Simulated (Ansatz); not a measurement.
Ansatz (a first-principles code) input (FCI/STO-3G):

Ansatz 0.2 input:
```yaml
crystal:
  periodic: [false, false, false]
  atoms:
    - {symbol: C, position_ang: [-0.63163360, 0.23047242, 0.02745480]}
    - {symbol: N, position_ang: [0.56164908, -0.20493625, -0.02441283]}
    - {symbol: H, position_ang: [-1.46106849, -0.46734349, -0.01134229]}
    - {symbol: H, position_ang: [-0.81208885, 1.29678017, 0.11014810]}
    - {symbol: H, position_ang: [1.36386217, 0.42161568, 0.00949276]}
    - {symbol: H, position_ang: [0.76755320, -1.19933311, -0.10213757]}
basis:
  gaussian:
    orbitals: STO-3G
total_charge: 1
magnetization: {spin_polarized: false}
correlation: {method: fci, electrons: outside_noble_gas}
```

End of the output:

```
integrals: 0.00 GiB planned
227 factors; integrals over basis functions are off by at most 3.5e-8 eV
mean field: 0.04 GiB planned
mean field evaluation 1: about -2536.4074 eV, gradient 1.4e1 eV
mean field evaluation 2: about -2536.4577 eV, gradient 1.4e1 eV
mean field evaluation 4: about -2536.9890 eV, gradient 8.8e-1 eV
mean field evaluation 8: about -2536.9914 eV, gradient 2.0e-6 eV
mean field -2536.99143224 eV, -93.2327155004 hartree, gradient 1.3e-6 eV, S^2 0.000000; 0 other end points of the search recorded, 0 dependent functions left out
2 core orbitals not correlated
reference -2536.99143224 eV, -93.2327155004 hartree; 6, 6 occupied and 6, 6 virtual orbitals, 227 factors
configuration interaction: 0.11 GiB planned
state -2541.12515027 eV, -93.3846268361 hartree
Total energy: -2541.12515027 eV, -93.3846268361 hartree
```

It need not be the lowest isomer of its formula.
